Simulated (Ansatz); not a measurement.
`C[Si](N)(F)Cl` + HCl → `C[Si](N)(Cl)Cl` + H–F at 700 K and 1 bar (ligand exchange at the Si–F bond).

Computed with Ansatz on PBE0-D4/def2-TZVP structures; ΔE is electronic, products minus reactants. CBS: MP2 limit from def2 TZ/QZ plus the TZ coupled-cluster correction, frozen cores. This one scheme is used for every species. One conformer a species, not always the lowest.

| species | CCSD(T)/CBS energy (Eh) | H − E (kJ/mol) | S (J/(mol·K)) |
| --- | --- | --- | --- |
| `C[Si](N)(F)Cl` | -944.59780 | 258.5 | 471.9 |
| HCl | -460.38127 | 38.4 | 211.8 |
| `C[Si](N)(Cl)Cl` | -1304.56570 | 257.3 | 484.7 |
| H–F | -100.39570 | 45.2 | 198.5 |

H − E and S are ideal-gas, rigid-rotor, harmonic terms from PBE0-D4/def2-TZVP, for one conformer and one mirror image of each species. 1 Eh = 2625.50 kJ/mol, R = 8.31446 J/(mol·K).

Q: By hand: ΔE, ΔH, ΔS and ΔG.

A: ΔE = (-1304.56570) + (-100.39570) − (-944.59780) − (-460.38127) = 0.01767 Eh = 46.4 kJ/mol. Δ(H − E) = 257.3 + 45.2 − 258.5 − 38.4 = 5.6, so ΔH = 52.0 kJ/mol. ΔS = 484.7 + 198.5 − 471.9 − 211.8 = -0.5 J/(mol·K). ΔG = 52.0 − 700 × (-0.5)/1000 = 52.4 kJ/mol.

Q: By hand: the equilibrium constant, and the temperature at which ΔG would vanish if ΔH and ΔS stayed fixed.

A: log₁₀ K = −ΔG/(RT ln 10) = -3.9. ΔH and −TΔS have one sign here, so there is no such temperature.

The number of gas molecules stays the same, so ΔS is small and ΔH decides. A doubt of 5 kJ/mol in ΔE shifts log₁₀ K by 0.4 here. Other conformers and mirror images would add mixing entropy, several J/(mol·K) or more a flexible species. These are equilibria of isolated gas molecules and say nothing of rates. Largest T1 diagnostic: 0.010 (customary marks: 0.02 for closed shells, 0.045 for open ones).

ΔS is within the doubt of such terms, so its sign, and with it that verdict, could turn.
